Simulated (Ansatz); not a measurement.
**One elementary step**

Start structure (Si₂NH₁₁O, closed shell), relaxed at PBE0-D4/def2-TZVP:

```
15
angstrom
Si -0.1578 -0.4890 -1.9819
H -0.4336 -1.5906 -1.0209
H -1.4344 0.0692 -2.4909
H 0.5584 -1.1046 -3.1392
Si 1.1887 1.1552 -1.0059
H -1.0514 0.1568 1.1715
O -1.4141 0.6764 0.4206
H -0.0848 -1.8522 1.6798
N -0.2084 -1.0540 2.2920
H 0.5063 2.4738 -0.9335
H 1.6163 0.7595 0.3650
H 2.4399 1.3547 -1.7962
H -1.5509 1.5677 0.7467
H 0.7149 -0.7445 2.5707
H -0.6889 -1.3785 3.1220
```

The step: Si₂H₆ ([SiH3][SiH3]) + H₂O + NH₃ → Si₂H₆O ([OH][SiH2][SiH3]) + NH₃ + H₂; bonds formed: Si1–O7, H2–H8, H6–N9; bonds broken: Si1–H2, H6–O7, H8–N9. Computed with Ansatz 0.2.0 (basis: def2-TZVPP and def2-QZVPP); correlated methods freeze the cores. Extrapolation: Hartree–Fock as exp(−7.88 √X), correlation as X^−2.97. Energies below are by CCSD(T) at an estimated basis limit (MP2 extrapolated from triple and quadruple zeta, plus CCSD(T) − MP2 in triple zeta).

Q: What are the electronic barrier and the energy of the step, from the start structure to the end structure? (An estimate is asked for; the value comes from the calculation.)

A: Computed: Barrier 127.1 kJ/mol; step energy -32.3 kJ/mol (downhill); reverse barrier, their difference, 159.4 kJ/mol. Barrier and step energy count from the start structure, the reverse barrier from the end structure.

The saddle point: One imaginary mode of 261i cm⁻¹.
```tsv
pair	start (Å)	saddle (Å)	end (Å)
Si1–O7	2.95	1.79	1.67
H2–H8	2.74	1.52	0.75
H6–N9	1.85	1.12	1.01
Si1–H2	1.49	1.64	4.46
H6–O7	0.98	1.40	2.29
H8–N9	1.01	1.06	2.97
```

Zero-point energy (harmonic, PBE0-D4): ZPE is 290.6 kJ/mol at the start and 288.4 kJ/mol at the saddle, so the barrier goes from 127.1 to 124.9 kJ/mol.

No T1 diagnostic of these runs exceeds 0.013.

Labels in which every atom is bracketed show which atoms are joined, not bond orders.

For scale, one of the runs: CCSD(T)/def2-TZVPP, 300 basis functions, launched by `ansatz run in.yaml --threads 8 --pin off --events-out ev --progress --plain --max-ram 19148MiB`. Hardware: 8 CPU threads of an Arm Neoverse V2, shared host. Wall time 2.4 min; peak host memory 9.9 GiB.
